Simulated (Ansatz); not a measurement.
Calculation: PBE-D3(BJ)/def2-SVP (Ansatz, a program for electronic structure). No frequencies were computed at this level.

Ansatz 0.2 input:
```yaml
crystal:
  periodic: [false, false, false]
  atoms:
    - { symbol: Y, position_ang: [-0.351533, -0.252901, 0.921118] }
    - { symbol: C, position_ang: [1.202272, 1.432362, 1.316999] }
    - { symbol: H, position_ang: [1.423016, 1.745536, 0.282052] }
    - { symbol: H, position_ang: [2.134779, 1.085411, 1.773177] }
    - { symbol: H, position_ang: [0.856301, 2.308503, 1.872095] }
    - { symbol: Br, position_ang: [1.138884, -1.682601, -0.751953] }
    - { symbol: Br, position_ang: [-1.660363, 0.924703, -1.073044] }
basis:
  gaussian: { orbitals: def2-svp }
hamiltonian:
  xc: pbe
  dispersion: d3bj
relax:
  max_steps: 150
```

Output:

```
Functional definition: PBE
1311 factors; their error is unknown
mean field evaluation 1: about -142174.7803 eV, gradient 6.3e1 eV
mean field evaluation 2: about -142095.8381 eV, gradient 1.5e2 eV
mean field evaluation 4: about -142182.7890 eV, gradient 2.7e1 eV
mean field evaluation 8: about -142185.2093 eV, gradient 9.9e-2 eV
mean field evaluation 16: about -142185.0926 eV, gradient 1.1e-4 eV
mean field -142185.09257459 eV, -5225.2057755990 hartree, gradient 1.9e-5 eV, S^2 0.000000; 0 other end points of the search recorded, 0 dependent functions left out
reference -142185.09264289 eV, -5225.2057781091 hartree; 45, 45 occupied and 79, 79 virtual orbitals, 1311 factors
relax step   1: F+E_penalty+E_count = -142185.27408834 eV  Δ(F+E_penalty+E_count) = +0.000e0 eV  max|allowed force component| = 1.562e0 eV/Å  Δτ_max = 0.0000 Å  (29 SCF iters, accepted)
these checks for a lower state are left out or cut short: starts, cluster_reference, orbital_swaps, neighbouring_geometries, increment
1311 factors; their error is unknown
mean field -142185.33206704 eV, -5225.2145767841 hartree, gradient 8.8e-6 eV, S^2 0.000000; 0 other end points of the search recorded, 0 dependent functions left out
reference -142185.33213600 eV, -5225.2145793184 hartree; 45, 45 occupied and 79, 79 virtual orbitals, 1311 factors
relax step   2: F+E_penalty+E_count = -142185.51015810 eV  Δ(F+E_penalty+E_count) = -2.361e-1 eV  max|allowed force component| = 2.767e-1 eV/Å  Δτ_max = 0.1946 Å  (35 SCF iters, accepted)
these checks for a lower state are left out or cut short: starts, cluster_reference, orbital_swaps, neighbouring_geometries, increment
1311 factors; their error is unknown
mean field evaluation 32: about -142185.4401 eV, gradient 6.2e-4 eV
mean field -142185.44006738 eV, -5225.2185457234 hartree, gradient 8.1e-6 eV, S^2 0.000000; 0 other end points of the search recorded, 0 dependent functions left out
reference -142185.44013633 eV, -5225.2185482575 hartree; 45, 45 occupied and 79, 79 virtual orbitals, 1311 factors
relax step   3: F+E_penalty+E_count = -142185.60892092 eV  Δ(F+E_penalty+E_count) = -9.876e-2 eV  max|allowed force component| = 4.149e-1 eV/Å  Δτ_max = 0.1907 Å  (34 SCF iters, accepted)
these checks for a lower state are left out or cut short: starts, cluster_reference, orbital_swaps, neighbouring_geometries, increment
1311 factors; their error is unknown
mean field -142185.47976927 eV, -5225.2200047409 hartree, gradient 9.0e-6 eV, S^2 0.000000; 0 other end points of the search recorded, 0 dependent functions left out
reference -142185.47983794 eV, -5225.2200072646 hartree; 45, 45 occupied and 79, 79 virtual orbitals, 1311 factors
relax step   4: F+E_penalty+E_count = -142185.64304399 eV  Δ(F+E_penalty+E_count) = -3.412e-2 eV  max|allowed force component| = 3.213e-1 eV/Å  Δτ_max = 0.1227 Å  (36 SCF iters, accepted)
these checks for a lower state are left out or cut short: starts, cluster_reference, orbital_swaps, neighbouring_geometries, increment
1311 factors; their error is unknown
mean field -142185.50044346 eV, -5225.2207645035 hartree, gradient 7.3e-6 eV, S^2 0.000000; 0 other end points of the search recorded, 0 dependent functions left out
reference -142185.50051188 eV, -5225.2207670178 hartree; 45, 45 occupied and 79, 79 virtual orbitals, 1311 factors
relax step   5: F+E_penalty+E_count = -142185.65994600 eV  Δ(F+E_penalty+E_count) = -1.690e-2 eV  max|allowed force component| = 1.057e-1 eV/Å  Δτ_max = 0.2000 Å  (34 SCF iters, accepted)
these checks for a lower state are left out or cut short: starts, cluster_reference, orbital_swaps, neighbouring_geometries, increment
1311 factors; their error is unknown
mean field -142185.50625921 eV, -5225.2209782282 hartree, gradient 8.7e-6 eV, S^2 0.000000; 0 other end points of the search recorded, 0 dependent functions left out
reference -142185.50632738 eV, -5225.2209807337 hartree; 45, 45 occupied and 79, 79 virtual orbitals, 1311 factors
relax step   6: F+E_penalty+E_count = -142185.66398107 eV  Δ(F+E_penalty+E_count) = -4.035e-3 eV  max|allowed force component| = 5.573e-2 eV/Å  Δτ_max = 0.0584 Å  (29 SCF iters, accepted)
these checks for a lower state are left out or cut short: starts, cluster_reference, orbital_swaps, neighbouring_geometries, increment
1311 factors; their error is unknown
mean field evaluation 64: about -142185.5065 eV, gradient 8.1e-6 eV
mean field -142185.50653733 eV, -5225.2209884489 hartree, gradient 8.1e-6 eV, S^2 0.000000; 0 other end points of the search recorded, 0 dependent functions left out
reference -142185.50660545 eV, -5225.2209909525 hartree; 45, 45 occupied and 79, 79 virtual orbitals, 1311 factors
relax step   7: F+E_penalty+E_count = -142185.66421135 eV  Δ(F+E_penalty+E_count) = -2.303e-4 eV  max|allowed force component| = 3.770e-2 eV/Å  Δτ_max = 0.0129 Å  (30 SCF iters, accepted)
these checks for a lower state are left out or cut short: starts, cluster_reference, orbital_swaps, neighbouring_geometries, increment
1311 factors; their error is unknown
mean field -142185.50661550 eV, -5225.2209913216 hartree, gradient 8.2e-6 eV, S^2 0.000000; 0 other end points of the search recorded, 0 dependent functions left out
reference -142185.50668364 eV, -5225.2209938260 hartree; 45, 45 occupied and 79, 79 virtual orbitals, 1311 factors
relax step   8: F+E_penalty+E_count = -142185.66432304 eV  Δ(F+E_penalty+E_count) = -1.117e-4 eV  max|allowed force component| = 2.001e-3 eV/Å  Δτ_max = 0.0060 Å  (31 SCF iters, accepted)
1311 factors; their error is unknown
mean field -142185.50661550 eV, -5225.2209913216 hartree, gradient 9.5e-6 eV, S^2 0.000000; 1 other end points of the search recorded, 0 dependent functions left out
reference -142185.50668364 eV, -5225.2209938260 hartree; 45, 45 occupied and 79, 79 virtual orbitals, 1311 factors
Total energy: -142185.66439119 eV, -5225.2267894713 hartree
Atom 0 at    -0.119668    -0.098320     0.311555 Å, force     0.000778    -0.000091     0.002001 eV/Å
Atom 1 at     1.263978     1.484672     1.253736 Å, force    -0.000080     0.001585    -0.001731 eV/Å
Atom 2 at     1.789108     2.050968     0.448426 Å, force     0.000214    -0.000335     0.001189 eV/Å
Atom 3 at     2.062173     1.049976     1.897958 Å, force    -0.000877    -0.000344     0.000571 eV/Å
Atom 4 at     0.716777     2.245014     1.857347 Å, force     0.000493    -0.000994    -0.001029 eV/Å
Atom 5 at     1.215587    -2.162994    -0.569755 Å, force     0.000283    -0.000173    -0.000677 eV/Å
Atom 6 at    -2.184598     0.991697    -0.858822 Å, force    -0.000811     0.000352    -0.000324 eV/Å
Dipole moment:    -0.074733    -0.022428     0.628516 e Å
```

Cost: roughly 50 core-seconds.
